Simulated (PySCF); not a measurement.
PySCF 2.14 output of an unrestricted r2SCAN0 calculation on a single atom or ion in x2c-QZVPPall with one added diffuse shell each of s, p, d, f, g type (14s9p8d5f3g, 143 functions), with the spin-free X2C one-electron Hamiltonian (Gaussian nucleus):

```
SCF conv_tol = 1e-09
number electrons alpha = 24  beta = 20
    M. Bursch, H. Neugebauer, S. Ehlert, and S. Grimme.,  J. Chem. Phys. 156, 134105 (2022)
cycle= 1 E= -5044.06025379357  delta_E= -0.0116  |g|= 0.0258  |ddm|= 0.318
cycle= 2 E= -5044.06038795305  delta_E= -0.000134  |g|= 0.00487  |ddm|= 0.0677
cycle= 3 E= -5044.06039410997  delta_E= -6.16e-06  |g|= 0.00224  |ddm|= 0.0206
cycle= 4 E= -5044.06039513349  delta_E= -1.02e-06  |g|= 0.00111  |ddm|= 0.00379
cycle= 5 E= -5044.06039530085  delta_E= -1.67e-07  |g|= 6.33e-05  |ddm|= 0.00225
cycle= 6 E= -5044.06039530501  delta_E= -4.15e-09  |g|= 5.87e-06  |ddm|= 0.000705
cycle= 7 E= -5044.06039530504  delta_E= -3.37e-11  |g|= 2.52e-07  |ddm|= 5.6e-05
converged SCF energy = -5044.06039530504  <S^2> = 6.0020854  2S+1 = 5.0008341
```

The run itself started from symmetry-adapted Hartree-Fock orbitals and held the occupation by maximum overlap, on a logarithmic radial grid, so the iterations belong to that start.

Problem. Which element, charge and spin multiplicity is this?

Solution. Pd²⁺ (palladium, charge +2), multiplicity 5; the state was [Kr] 4d7 5s1, high-spin 5F determinant (an excited configuration).
